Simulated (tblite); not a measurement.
**Question.** Give a GFN2-xTB geometry of `CC[C@@H](OC)[C@@](C)(F)Cl`.

**Answer.** 
```xyz
21
C6H12ClFO angstrom
C      2.498    0.058    0.180
C      1.208   -0.718   -0.060
C     -0.016    0.194    0.071
O      0.129    1.204   -0.893
C     -0.684    2.343   -0.732
C     -1.343   -0.590   -0.090
C     -1.447   -1.879    0.704
F     -2.377    0.225    0.319
Cl    -1.620   -0.932   -1.824
H      2.566    0.889   -0.516
H      3.357   -0.592    0.036
H      2.526    0.450    1.194
H      1.211   -1.132   -1.069
H      1.138   -1.533    0.659
H     -0.050    0.639    1.082
H     -0.290    3.088   -1.420
H     -0.628    2.725    0.294
H     -1.730    2.144   -0.979
H     -0.809   -2.646    0.277
H     -1.169   -1.696    1.739
H     -2.479   -2.223    0.673
```

Orientation and origin are arbitrary. Atoms count from 1 in this order. The 4 C–C bonds span 1.517 Å (C6–C7, drawn single) to 1.550 Å (C3–C6, drawn single), a spread of 0.033 Å. Of the pairs four or more bonds apart, C7···H14 is among the closest relative to their van der Waals radii: 2.61 Å, 90 % of the sum of Bondi's values.

Bonds between heavy atoms (Å): C1–C2 1.524, C2–C3 1.532, C3–O4 1.403, O4–C5 1.409, C3–C6 1.550, C6–C7 1.517, C6–F8 1.379, C6–Cl9 1.789.

Structure optimised with GFN2-xTB, isolated species.

Point group: C1 (no symmetry element, even within 0.4 Å). Its GFN2-xTB frequencies are all real (lowest 42 cm⁻¹). One conformer, not necessarily the lowest (C1–C2–C3–O4 60°, C2–C3–O4–C5 -164°, C2–C3–C6–C7 47°). 3 starts were optimised and ended at 0.00, 0.61 and 1.02 kcal/mol (GFN2-xTB); the lowest of these is shown.

The run took 1.2 s of wall time on one thread, Arm Neoverse N1 (aarch64), no GPU, shared host with 64 logical CPUs at a one-minute load of 63. These figures are those of the optimisation.

These are computed values.
